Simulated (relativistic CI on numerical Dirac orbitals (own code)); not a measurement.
Tm3+: 5p photoemission

Computed with this model: Dirac-Coulomb-Breit CI, orbitals from a KLI potential per configuration, model QED (radiative potential, 1s self-energy scaled to tabulated hydrogen-like ionisation energies), valence Slater integrals scaled by 0.9, multiplet model of photoemission in the sudden approximation; configurations [Xe] 4f12 → [Kr] 4d10 4f12 5s2 5p5; 300 K; Lorentzian 0.6 eV and Gaussian 0.5 eV FWHM. Energies are those of the free ion, without screening or charge transfer. The energies are binding energies and can lie tens of eV above those of solids. S is read from ⟨S²⟩ = S(S + 1).

Computed curve for free ion, scaled to 100 at the maximum (points under 2 are left out and the grid is thinned):

(Energy (eV), Intensity): (56.8, 2.0), (57.1, 2.6), (57.4, 3.4), (57.7, 4.6), (58.0, 6.6), (58.4, 12.8), (58.7, 25.2), (59.0, 55.3), (59.3, 94.2), (59.6, 92.3), (59.9, 56.1), (60.2, 30.5), (60.5, 22.0), (60.8, 21.2), (61.1, 19.8), (61.5, 18.2), (61.8, 15.1), (62.1, 9.7), (62.4, 5.8), (62.7, 4.0), (63.0, 3.3), (63.3, 3.2), (63.6, 3.0), (63.9, 2.6), (64.2, 2.4), (64.6, 2.7), (64.9, 3.3), (65.2, 4.6), (65.5, 7.2), (65.8, 13.8), (66.1, 28.2), (66.4, 43.8), (66.7, 49.1), (67.0, 42.9), (67.3, 25.1), (67.7, 9.6), (68.0, 5.6), (68.3, 3.9), (68.6, 2.9), (68.9, 2.2)

The ground state has S = 1.00, and the centroid lies at 62.08 eV.
